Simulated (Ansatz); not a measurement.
Input for Ansatz (a program for electronic structure): R-B3LYP-D3(BJ)/def2-TZVP on C2H6 (SMILES CC).

Ansatz 0.2 input:
```yaml
crystal:
  periodic: [false, false, false]
  atoms:
    - {symbol: C, position_ang: [-0.74870000, 0.10420000, -0.01330000]}
    - {symbol: C, position_ang: [0.74870000, -0.10420000, 0.01330000]}
    - {symbol: H, position_ang: [-1.21690000, -0.56410000, -0.74210000]}
    - {symbol: H, position_ang: [-0.98830000, 1.13570000, -0.28820000]}
    - {symbol: H, position_ang: [-1.18280000, -0.10000000, 0.97000000]}
    - {symbol: H, position_ang: [0.98830000, -1.13570000, 0.28820000]}
    - {symbol: H, position_ang: [1.21690000, 0.56410000, 0.74210000]}
    - {symbol: H, position_ang: [1.18280000, 0.10000000, -0.97000000]}
basis:
  gaussian:
    orbitals: def2-TZVP
hamiltonian:
  xc: b3lyp
  dispersion: d3bj
relax: {f_tol: 0.004, max_steps: 120}
scf: {lower_state_search: off}
```

The log:

```
WARN ansatz: RAYON_NUM_THREADS=4 ignored (pool sized by the plan → 4); use --threads N
Functional definition: B3LYP
these checks for a lower state are left out or cut short: stability, starts, cluster_reference, orbital_swaps, neighbouring_geometries, increment
integrals: 0.02 GiB planned
624 factors; their error is unknown
mean field: 0.25 GiB planned
mean field evaluation 1: about -2164.9445 eV, gradient 6.0e1 eV
mean field evaluation 2: about -2159.2653 eV, gradient 7.3e1 eV
mean field evaluation 4: about -2173.2192 eV, gradient 7.6e-1 eV
mean field evaluation 8: about -2173.1995 eV, gradient 1.7e-3 eV
mean field evaluation 16: about -2173.1995 eV, gradient 1.2e-6 eV
mean field -2173.19953963 eV, -79.8636100338 hartree, gradient 1.2e-6 eV, S^2 0.000000; 0 other end points of the search recorded, 0 dependent functions left out
the calculation of the forces begins
reference -2173.19976884 eV, -79.8636184570 hartree; 9, 9 occupied and 89, 89 virtual orbitals, 624 factors
relax step   1: F+E_penalty+E_count = -2173.34745134 eV  Δ(F+E_penalty+E_count) = +0.000e0 eV  max|allowed force component| = 2.750e-1 eV/Å  Δτ_max = 0.0000 Å  (14 SCF iters, accepted)
these checks for a lower state are left out or cut short: stability, starts, cluster_reference, orbital_swaps, neighbouring_geometries, increment
integrals: 0.02 GiB planned
624 factors; their error is unknown
mean field: 0.25 GiB planned
mean field -2173.20941316 eV, -79.8639728794 hartree, gradient 1.7e-6 eV, S^2 0.000000; 0 other end points of the search recorded, 0 dependent functions left out
the calculation of the forces begins
reference -2173.20964280 eV, -79.8639813186 hartree; 9, 9 occupied and 89, 89 virtual orbitals, 624 factors
relax step   2: F+E_penalty+E_count = -2173.35679194 eV  Δ(F+E_penalty+E_count) = -9.341e-3 eV  max|allowed force component| = 8.657e-2 eV/Å  Δτ_max = 0.0198 Å  (18 SCF iters, accepted)
these checks for a lower state are left out or cut short: stability, starts, cluster_reference, orbital_swaps, neighbouring_geometries, increment
integrals: 0.02 GiB planned
624 factors; their error is unknown
mean field: 0.25 GiB planned
mean field evaluation 32: about -2173.2096 eV, gradient 1.7e-6 eV
mean field -2173.20959027 eV, -79.8639793880 hartree, gradient 1.7e-6 eV, S^2 0.000000; 0 other end points of the search recorded, 0 dependent functions left out
the calculation of the forces begins
reference -2173.20981986 eV, -79.8639878252 hartree; 9, 9 occupied and 89, 89 virtual orbitals, 624 factors
relax step   3: F+E_penalty+E_count = -2173.35692550 eV  Δ(F+E_penalty+E_count) = -1.336e-4 eV  max|allowed force component| = 3.023e-2 eV/Å  Δτ_max = 0.0015 Å  (19 SCF iters, accepted)
these checks for a lower state are left out or cut short: stability, starts, cluster_reference, orbital_swaps, neighbouring_geometries, increment
integrals: 0.02 GiB planned
624 factors; their error is unknown
mean field: 0.25 GiB planned
mean field -2173.20960587 eV, -79.8639799614 hartree, gradient 1.7e-6 eV, S^2 0.000000; 0 other end points of the search recorded, 0 dependent functions left out
the calculation of the forces begins
reference -2173.20983540 eV, -79.8639883965 hartree; 9, 9 occupied and 89, 89 virtual orbitals, 624 factors
relax step   4: F+E_penalty+E_count = -2173.35694093 eV  Δ(F+E_penalty+E_count) = -1.542e-5 eV  max|allowed force component| = 6.499e-4 eV/Å  Δτ_max = 0.0005 Å  (19 SCF iters, accepted)
Total energy: -2173.35717046 eV, -79.8694028598 hartree
Atom 0 at    -0.755717     0.105203    -0.013454 Å, force     0.000650    -0.000096     0.000029 eV/Å
Atom 1 at     0.755717    -0.105203     0.013454 Å, force    -0.000650     0.000096    -0.000029 eV/Å
Atom 2 at    -1.235840    -0.556319    -0.737371 Å, force     0.000158     0.000200     0.000217 eV/Å
Atom 3 at    -1.008900     1.131579    -0.286648 Å, force     0.000099    -0.000323     0.000082 eV/Å
Atom 4 at    -1.201952    -0.095451     0.962660 Å, force     0.000142     0.000060    -0.000296 eV/Å
Atom 5 at     1.008900    -1.131579     0.286648 Å, force    -0.000099     0.000323    -0.000082 eV/Å
Atom 6 at     1.235840     0.556319     0.737371 Å, force    -0.000158    -0.000200    -0.000217 eV/Å
Atom 7 at     1.201952     0.095451    -0.962660 Å, force    -0.000142    -0.000060     0.000296 eV/Å
Dipole moment:    -0.000000     0.000000    -0.000000 e Å
Checks for a lower state left out: stability, starts, cluster_reference, orbital_swaps, neighbouring_geometries, increment
```

The run converged.

Cost: about 5 core-seconds (a rough figure).
